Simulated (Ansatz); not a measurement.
Start from `OC1C[SiH2]1` and change one atom or group to get `C1C[SiH2]1`.

Ansatz, PBE0-D4/def2-TZVP geometries, multiplicity 1. Each molecule was computed in one conformer, which needn't be the lowest.

| property | `OC1C[SiH2]1` |
| --- | --- |
| LUMO energy (B3LYP/def2-TZVPP) / eV | -0.05 |
| HOMO–LUMO gap (B3LYP/def2-TZVPP) / eV | 6.59 |
| HOMO energy (ωB97M-V/def2-TZVPP) / eV | -9.01 |
| zero-point energy (PBE0-D4/def2-TZVP) / kJ/mol | 194.8 |
| size of the dipole moment (ωB97M-V/def2-TZVPP) / D | 1.45 |
| HOMO–LUMO gap (ωB97M-V/def2-TZVPP) / eV | 10.85 |

(1) Give the same properties after the change, and the shifts. (An estimate is asked.)

Results:

(1) The calculation gave: 
| property | `C1C[SiH2]1` | shift |
| --- | --- | --- |
| LUMO energy (B3LYP/def2-TZVPP) / eV | 0.07 | 0.12 |
| HOMO–LUMO gap (B3LYP/def2-TZVPP) / eV | 6.78 | 0.19 |
| HOMO energy (ωB97M-V/def2-TZVPP) / eV | -9.09 | -0.08 |
| zero-point energy (PBE0-D4/def2-TZVP) / kJ/mol | 182.5 | -12.3 |
| size of the dipole moment (ωB97M-V/def2-TZVPP) / D | 0.00 | -1.45 |
| HOMO–LUMO gap (ωB97M-V/def2-TZVPP) / eV | 11.01 | 0.16 |

With PBE0 the HOMO falls by 0.09 eV and the LUMO rises by 0.11 eV, so the gap widens by about 0.20 eV. PBE moves the HOMO by -0.15 eV and ωB97M-V by -0.08 eV. The zero-point energy changes by -12.3 kJ/mol with -3 modes.

B3LYP here is the variant with VWN-RPA as its local correlation; programs differ in this.
